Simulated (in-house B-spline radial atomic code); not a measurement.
Ionising Eu3+ with different functionals

Computed with an all-electron radial atomic-structure program (B-spline basis): scalar-relativistic (spin-free X2C) Hamiltonian, Fermi nucleus of rms radius 5.1115 fm, spin-polarised at highest spin, spherical fractional occupations for the functionals, and exact exchange of hybrids averaged over the configuration. The ionisation energy is the difference of two self-consistent energies, [Xe] 4f6 → [Xe] 4f5, without Breit or QED terms; ε is the level of the shell that loses the electron (its least bound occupied spin orbital). There is no spin-orbit coupling in this Hamiltonian.

| method | rung | ΔSCF (eV) | -ε(4f) (eV) |
| --- | --- | --- | --- |
| PBE0 | global hybrid | 44.05 | 37.87 |
| B3LYP | global hybrid | 44.08 | 37.20 |
| TPSSh | global hybrid | 44.13 | 35.87 |
| BHandHLYP | global hybrid | 43.44 | 40.78 |
| r2SCAN0 | global hybrid | 44.27 | 38.09 |
| B97-1 | global hybrid | 44.03 | 37.29 |
| HSE06 | range-separated hybrid | 43.99 | 37.39 |
| wB97X | range-separated hybrid | 43.87 | 40.07 |
| CAM-B3LYP | range-separated hybrid | 44.00 | 39.16 |
| LC-wPBE | range-separated hybrid | 44.16 | 40.07 |

**Question.** Among the functionals, which spreads more, the ΔSCF values or the orbital energies?

**Answer.** The orbital energies: ΔSCF values span about 0.83 eV and the orbital energies 4.90 eV; here energy differences depend much less on the functional than eigenvalues do.

**Question.** How do they compare with the NIST value?

**Answer.** NIST lists 42.9 eV ± 0.11 (semi-empirical, ground level to ground level). Errors run from +0.50 to +1.33 eV; BHandHLYP is closest (+0.50 eV), but part of that can be cancellation, since the calculations leave out spin-orbit coupling, Breit-QED terms, multiplet and fine-structure energies.
